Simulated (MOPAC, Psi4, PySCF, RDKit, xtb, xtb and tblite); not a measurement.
Two geometries of SMILES Oc1ccc(B(O)O)cc1, relaxed at GFN2-xTB with one dihedral held; other torsions can differ between them too.

Structure A

```
17

O      2.7555     0.6306    -1.2485
B      2.2502     0.0784    -0.1226
O      3.1320    -0.4843     0.7519
C      0.6882     0.1206     0.1028
C     -0.1398     0.7181    -0.8481
C     -1.5095     0.7734    -0.6859
C     -2.0984     0.2249     0.4477
O     -3.4425     0.2536     0.6531
C     -1.2947    -0.3765     1.4109
C      0.0725    -0.4228     1.2326
H      3.7092     0.5635    -1.3101
H      2.7548    -0.8690     1.5407
H      0.3150     1.1445    -1.7287
H     -2.1307     1.2427    -1.4385
H     -3.8758     0.6963    -0.0869
H     -1.7624    -0.7987     2.2865
H      0.6722    -0.8971     1.9990
```

Structure B

```
17

O      2.8891    -1.2577     0.2042
B      2.2640    -0.0682     0.1339
O      3.0338     1.0511     0.0096
C      0.6773    -0.0189     0.1976
C      0.0048     0.1004     1.4135
C     -1.3732     0.1547     1.4786
C     -2.1253     0.0892     0.3108
O     -3.4829     0.1462     0.4087
C     -1.4761    -0.0291    -0.9110
C     -0.0948    -0.0810    -0.9593
H      3.8453    -1.2001     0.1607
H      2.5712     1.8855    -0.0355
H      0.5758     0.1481     2.3296
H     -1.8870     0.2449     2.4226
H     -3.8747     0.0762    -0.4702
H     -2.0549    -0.0827    -1.8246
H      0.3939    -0.1766    -1.9185
```

### Question
Which is lower in energy at the level B3LYP-D3(BJ)/def2-SVP // GFN2-xTB (Psi4 1.11), and by how much?

### Answer
A is lower, by 20.10 kJ/mol (dihedral O1–B2–C4–C5: 0° in A, 90° in B).

E(B) − E(A) in kJ/mol at the other levels, on the same two geometries: GFN2-xTB (xtb and tblite) 10.31; B3LYP/def2-SVP // GFN2-xTB (Psi4) 19.22; PBE/def2-SVP // GFN2-xTB (Psi4) 19.23; PBE-D3(BJ)/def2-SVP // GFN2-xTB (Psi4) 19.68; UFF // GFN2-xTB (RDKit) 31.09; PM7, restricted, heats of formation // GFN2-xTB (MOPAC) 5.01; PM3, restricted, heats of formation // GFN2-xTB (MOPAC) 2.69; GFN1-xTB // GFN2-xTB (xtb) 14.01; restricted B3LYP/6-31G*, spherical d, density fitting // GFN2-xTB (PySCF) 20.45; restricted B3LYP/6-311+G**, spherical d, density fitting // GFN2-xTB (PySCF) 18.91.
